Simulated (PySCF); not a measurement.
## Telling isomers of C7H12O4 apart by NMR

How the numbers were obtained: NMR shieldings at PBE0/pcSseg-1/GIAO, geometry from GFN2-xTB, in PySCF 2.14.0 with density-fitted response routines (rapidly exchanging positions averaged, no solvent model, no relativistic terms, single conformer).

Chemical shifts δ = σref − σ; TMS for ¹H and ¹³C, all at this level. Where no couplings were computed, multiplicities follow the n + 1 count of equivalent neighbours, and m marks all less simple cases (inequivalent or close neighbours, rings, F or P nearby). Shifts are as computed. Against solution values, carbons near 30 ppm lie about +3 ppm off and those near 130 ppm about +5 ppm. Of 1211 compounds with measured shifts, 218 miss one by over three times the rms of a fit or turn the order of signals round; such compounds aren't used in these exercises.

(1) Tabulate the signals of `CCOC(=O)C(=O)OC(C)C`, `CC(C)OC(=O)[C@H](C)OC=O` and their relative energies.

(2) What is the quickest way to tell CCOC(=O)C(=O)OC(C)C from CC(C)OC(=O)[C@H](C)OC=O?

Results:

(1) 
```json
{"SMILES": "CCOC(=O)C(=O)OC(C)C", "carbon types": "2×C 1×CH 1×CH2 3×CH3", "δC": "167.3, 166.3, 72.0, 63.6, 23.2, 16.6", "δH": "5.13 (sept, 1H), 4.60 (q, 2H), 1.38 (d, 6H), 1.31 (t, 3H)", "E rel. (kcal/mol)": "3.5"}
{"SMILES": "CC(C)OC(=O)[C@H](C)OC=O", "carbon types": "1×C 3×CH 3×CH3", "δC": "177.9, 165.9, 74.7, 71.1, 23.7, 23.2, 18.8", "δH": "8.07 (s, 1H), 5.17 (m, 1H), 4.75 (q, 1H), 1.55 (d, 3H), 1.37 (d, 3H), 1.26 (d, 3H)", "E rel. (kcal/mol)": "0.0"}
```

Energies are electronic energies at PBE0/pcSseg-1 on these geometries, without zero-point or thermal terms, each for the one conformer computed, which needn't be the lowest.

(2) Count the carbon signals: 6 against 7. The first has an sp3 CH2 bonded to O at 63.6 ppm, the second an ester carbonyl carbon (CH) at 165.9 ppm. Their most deshielded carbons lie at 167.3 and 177.9 ppm. In the proton spectra the most deshielded non-exchanging signals are 5.13 (sept, 1H) and 8.07 (s, 1H).
